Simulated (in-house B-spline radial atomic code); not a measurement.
**BP86 excitations of Cl7+**

Method: BP86. Computed with an all-electron radial atomic-structure program (B-spline basis): linear response of the closed shell [He] 2s2 2p6 with the functional's adiabatic kernel; non-relativistic, point nucleus, no spin-orbit coupling, no double excitations, S, P, D and F terms only. Only terms of natural parity with L up to 3 were computed.

Command:
```bash
python run_td.py task.json out
```
Settings (radii: box in bohr, nucleus in fm):
```
Z                        17
electrons                10
configuration            [He] 2s2 2p6
hamiltonian              nr
method                   b88,p86
box_radius               12.81
intervals                50
```

Run time, properties included: 0.2 s on 1 thread of Arm Neoverse N1, on a shared host.

The lowest states, in the order of their Tamm-Dancoff energies; the method's threshold (minus the highest occupied level) is 323.24 eV. Labels give the largest channel, * marks a mixed state, and oscillator strengths are full-response dipole values. Semilocal kernels can invert the small singlet-triplet splittings of Rydberg terms. Energies in eV:

```
     state  full response  Tamm-Dancoff  oscillator strength
2p → 3s 3P         201.87        201.88                    -
2p → 3s 1P         203.24        203.27                0.198
2p → 3p 3S         215.55        215.59                    -
2p → 3p 3D         216.58        216.59                    -
2p → 3p 1D         217.63        217.63                    -
2p → 3p 1S         225.75        226.32                    -
2p → 3d 3P         236.81        236.83                    -
2p → 3d 3F         236.95        236.97                    -
2p → 3d 1F         237.73        237.73                    -
2p → 3d 1P         241.54        241.70                 1.56
2s → 3s 3S              ?             ?                    -
2s → 3s 1S         263.12        263.21                    -
2p → 4s 3P         263.98        263.98                    -
2p → 4s 1P         264.39        264.39               0.0318
2p → 4p 3S         269.17        269.18                    -
2p → 4p 3D              ?             ?                    -
```

Where does 2p → 4p 3D lie?

At 269.43 eV in full response, 269.44 eV in Tamm-Dancoff.

Where does 2s → 3s 3S lie?

At 260.50 eV in full response, 260.51 eV in Tamm-Dancoff.

How large is the singlet-triplet splitting of 2p → 3s (P terms) in Tamm-Dancoff?

1.38 eV, from the unrounded values.

What polarisabilities and dispersion coefficient does the method give?

Dipole 0.05273 bohr³, quadrupole 0.01871 bohr⁵, C6 0.02281 hartree·bohr⁶ for two such species.
